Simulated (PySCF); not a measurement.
C₅H₇N, SMILES C(#C)C/C=N/C.

Geometry optimised at PBE-D3(BJ)/def2-SVP. The structure was generated by enumeration; whether it is a known compound was not checked. Other conformers were not sampled.

All values below come from TDA-LC-ωPBE/def2-SVPD (PySCF).

Vertical excitations. Isolated molecule, no solvent.

| state | energy (eV) | λ (nm) | f | main pairs |
|---|---|---|---|---|
| S1 | 5.29 | 234 | 0.003 | HOMO→LUMO 80 % |
| S2 | 6.44 | 193 | 0.001 | HOMO−1→LUMO+5 21 %, HOMO−2→LUMO+4 20 %, HOMO−1→LUMO 15 %, HOMO−1→LUMO+4 8 % |
| S3 | 6.79 | 183 | 0.007 | HOMO−2→LUMO+4 22 %, HOMO−1→LUMO+3 15 %, HOMO−1→LUMO+5 11 %, HOMO→LUMO+4 9 % |
| S4 | 6.84 | 181 | 0.001 | HOMO−1→LUMO+4 23 %, HOMO−2→LUMO+3 17 %, HOMO−2→LUMO+4 16 %, HOMO−2→LUMO+5 8 % |
| S5 | 7.99 | 155 | 0.288 | HOMO−1→LUMO 25 %, HOMO→LUMO+1 25 %, HOMO−3→LUMO 12 %, HOMO−2→LUMO 9 % |
| S6 | 8.10 | 153 | 0.006 | HOMO−2→LUMO 42 %, HOMO−1→LUMO 8 % |
| S7 | 8.17 | 152 | 0.008 | HOMO→LUMO+1 25 %, HOMO−1→LUMO 18 %, HOMO−1→LUMO+2 11 %, HOMO−1→LUMO+1 10 % |
| S8 | 8.37 | 148 | 0.151 | HOMO−1→LUMO+1 39 %, HOMO→LUMO+1 11 %, HOMO−1→LUMO+2 11 %, HOMO−3→LUMO 10 % |
| S9 | 8.43 | 147 | 0.049 | HOMO−2→LUMO+1 43 %, HOMO→LUMO+2 28 %, HOMO−2→LUMO+2 7 % |
| S10 | 8.66 | 143 | 0.164 | HOMO−3→LUMO 45 %, HOMO−1→LUMO 10 %, HOMO−1→LUMO+1 9 % |
| T1 | 4.34 | 285 | 0 | HOMO→LUMO 78 % |
| T2 | 4.67 | 266 | 0 | HOMO−3→LUMO 68 %, HOMO−1→LUMO 12 % |
| T3 | 5.08 | 244 | 0 | HOMO−1→LUMO+4 32 %, HOMO−2→LUMO+5 16 %, HOMO−2→LUMO 8 %, HOMO−2→LUMO+3 8 % |
| T4 | 5.65 | 219 | 0 | HOMO−1→LUMO+4 31 %, HOMO−2→LUMO+3 11 %, HOMO−2→LUMO+5 10 %, HOMO−1→LUMO+5 9 % |
Triplets are in the Tamm–Dancoff approximation.
